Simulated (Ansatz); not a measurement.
`CN([SiH2]O)[SiH](O)F` at its PBE0-D4/def2-TZVP geometry, where that method's forces vanish. Charge 0, multiplicity 1.

| atom | x (Å) | y (Å) | z (Å) |
| --- | --- | --- | --- |
| C1 | -1.457 | -0.138 | -1.182 |
| N2 | -0.296 | 0.003 | -0.295 |
| Si3 | 0.277 | 1.640 | -0.156 |
| O4 | 1.612 | 1.708 | 0.782 |
| Si5 | 0.361 | -1.384 | 0.420 |
| O6 | 1.161 | -0.897 | 1.770 |
| F7 | -0.829 | -2.373 | 0.809 |
| H8 | -1.168 | -0.135 | -2.238 |
| H9 | -1.999 | -1.063 | -0.977 |
| H10 | -2.162 | 0.685 | -1.023 |
| H11 | -0.851 | 2.451 | 0.379 |
| H12 | 0.640 | 2.174 | -1.493 |
| H13 | 1.652 | 1.042 | 1.478 |
| H14 | 1.261 | -2.204 | -0.419 |
| H15 | 1.796 | -1.510 | 2.146 |

(1) For each bond, give half the difference of the two atoms' forces along it (eV/Å; positive pushes the atoms apart) under PBE-D4, r2SCAN-D4, B3LYP-D4, ωB97M-V in def2-TZVPP. (An estimate is asked.)

Answers

(1) Computed: 
```
   bond  length (Å)  PBE-D4  r2SCAN-D4  B3LYP-D4  ωB97M-V
  C1–N2       1.468    0.03       0.24      0.26     0.25
  C1–H8       1.095    0.09      -0.05     -0.08    -0.10
  C1–H9       1.091    0.10      -0.06     -0.11    -0.10
 C1–H10       1.095    0.10      -0.05     -0.10    -0.09
 N2–Si3       1.740    0.02      -0.04      0.05     0.00
 N2–Si5       1.693    0.03      -0.03     -0.01    -0.04
 Si3–O4       1.633    0.29       0.04      0.14     0.16
Si3–H11       1.489    0.00      -0.02     -0.13    -0.16
Si3–H12       1.485    0.02      -0.02     -0.14    -0.16
 O4–H13       0.964    0.36       0.00     -0.04    -0.09
 Si5–O6       1.644    0.23       0.04      0.10     0.10
 Si5–F7       1.595    0.46       0.04      0.16     0.14
Si5–H14       1.479   -0.08      -0.06     -0.16    -0.21
 O6–H15       0.959    0.32       0.02     -0.03    -0.06
```

B3LYP here is the variant with VWN-RPA as its local correlation; programs differ in this.
